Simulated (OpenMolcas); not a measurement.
# V4+ in a point-charge field

V4+ among 5 point charges of -2 e arranged as a square pyramid (C4v), 1.95 Å from the ion, with the axial distance 2.126 Å.
```
   1.9500    0.0000    0.0000  -2.00
   0.0000    1.9500    0.0000  -2.00
  -1.9500    0.0000    0.0000  -2.00
   0.0000   -1.9500    0.0000  -2.00
   0.0000    0.0000    2.1255  -2.00
```

| Quantity | Value |
| --- | --- |
| Program | OpenMolcas |
| Method | CASSCF |
| Basis | ANO-RCC-VTZP [6s5p3d2f1g] |
| Scalar Hamiltonian | DKH2, point nucleus |
| Active space | 1 electron in 5 orbitals (3d) |
| State averaging | 2S+1 = 2 even, 5 roots |
| Spin-orbit coupling | state interaction with AMFI integrals over the reference wave functions |

The lowest spin-free states, above the lowest:

```csv
State,Degeneracy,E (cm-1),Free-ion L (%)
2S+1 = 2,1,0.0,D (100)
2S+1 = 2,2,380.0,D (100)
2S+1 = 2,1,5983,D (100)
2S+1 = 2,1,10279,D (100)
```

The lowest levels with spin-orbit coupling:

| E (cm-1) | Degeneracy | 2S+1 | g |
| --- | --- | --- | --- |
| 0.0 | 2 | 2 | 0.83 0.83 1.40 |
| 646.5 | 2 | 2 | 0.60 2.84 2.84 |
| 687.5 | 2 | 2 | 0.04 0.04 4.00 |
| 6169 | 2 | 2 | 1.55 2.07 2.07 |
| 10490 | 2 | 2 | 2.04 2.04 2.45 |

Powder χT (cm3 K/mol): 0.106 at 2 K, 0.112 at 10 K, 0.138 at 50 K, 0.172 at 100 K, 0.251 at 200 K, 0.356 at 300 K. The effective moment at 300 K is 2.828 √(χT) = 1.69 μB.

The lowest level has 2S+1 = 2, for which the spin-only value is χT = S(S+1) / 2 = 0.375 cm3 K/mol (g = 2). The computed 0.356 at 300 K differs by -0.019, through orbital momentum, spin-orbit coupling and any other state in reach.

Spin-orbit coupling mixes the spin-free states strongly: the lowest level takes only 70 % from its leading state, an unlabelled state of the same spin as most of the rest. This is an electrostatic model: the charges have no orbitals. An unlabelled pair can be two single states that coincide in this model. No measured value stands beside these numbers.
